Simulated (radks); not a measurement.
Q: The osmium ion Os13+ is in [Kr] 4d10 4f14 5s2 5p1. Method: scalar-relativistic Kohn-Sham, r2SCAN, spin-polarised, spherical densities, finite nucleus; meta-GGA in the generalised Kohn-Sham scheme; Fermi nuclear charge, rms radius of each element as measured or else 0.836 A^(1/3) + 0.57 fm; computed with a radial shooting solver on a logarithmic mesh with Libxc functionals. Open shells are filled with parallel spins first. One electron is removed from 4d, 5s, 4f, 5p in turn, with full relaxation. Which removal costs least, and what does each cost?

A: 5p 277.60 eV; 4f 308.42 eV; 5s 324.28 eV; 4d 535.60 eV. The 5p electron leaves first.
